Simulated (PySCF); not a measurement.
Bonds (- single, = double, # triple, : aromatic): C1#C2 1.202 Å, C2-C3 1.402 Å, C3=C4 1.341 Å, C4-F5 1.350 Å, C4-C6 1.408 Å, C6#C7 1.204 Å, C7-C8 1.452 Å, C8-F9 1.357 Å, C8-F10 1.357 Å. C1 carries H11; C3 carries H12; C8 carries H13. Stereochemistry as in C#C/C=C(/F)C#CC(F)F.

Computational details: geometry from GFN2-xTB, shieldings: GIAO PBE0/pcSseg-1, in PySCF 2.14.0 with density-fitted response routines (gas phase, fast rotation and ring inversion assumed for equivalent nuclei, relativity neglected, a single conformation).

δ = σ(ref) − σ, references computed at the same level: $^{13}$C (σ = 186.93 ppm) against TMS.

Problem. Do the $^{13}$C shifts follow the atomic charges (in e)? Tabulate both.

Solution. 
| atoms | hybridisation | δ (ppm) | σ para (ppm) | Hirshfeld | IAO | Mulliken | ESP-fitted |
| --- | --- | --- | --- | --- | --- | --- | --- |
| C4 | sp2 | 162.2 | -225 | +0.11 | +0.29 | +0.28 | +0.38 |
| C3 | sp2 | 111.9 | -182 | -0.04 | -0.18 | -0.17 | -0.34 |
| C8 | sp3 | 110.2 | -162 | +0.16 | +0.44 | +0.56 | +0.44 |
| C1 | sp | 102.8 | -178 | -0.08 | -0.20 | -0.35 | -0.43 |
| C7 | sp | 99.7 | -178 | -0.04 | -0.04 | -0.24 | -0.09 |
| C6 | sp | 86.2 | -152 | -0.03 | -0.02 | +0.09 | -0.12 |
| C2 | sp | 80.1 | -147 | -0.04 | -0.03 | +0.33 | +0.14 |

Correlation coefficients of δ with charge over these carbons: Hirshfeld +0.59, IAO +0.49, Mulliken +0.16, ESP-fitted +0.40; with the paramagnetic shielding -0.95. Among the 4 sp carbons alone: Hirshfeld -0.59, IAO -0.72, Mulliken -1.00, ESP-fitted -0.81. With so few points, grouped by hybridisation, these coefficients are fragile. Charge is one influence among several: hybridisation and low-lying excitations act through the paramagnetic term.

Shifts are as computed. Against solution values, carbons near 30 ppm lie about +3 ppm off and those near 130 ppm about +5 ppm. Of 1211 compounds with measured shifts, 218 miss one by over three times the rms of a fit or turn the order of signals round; such compounds aren't used in these exercises.
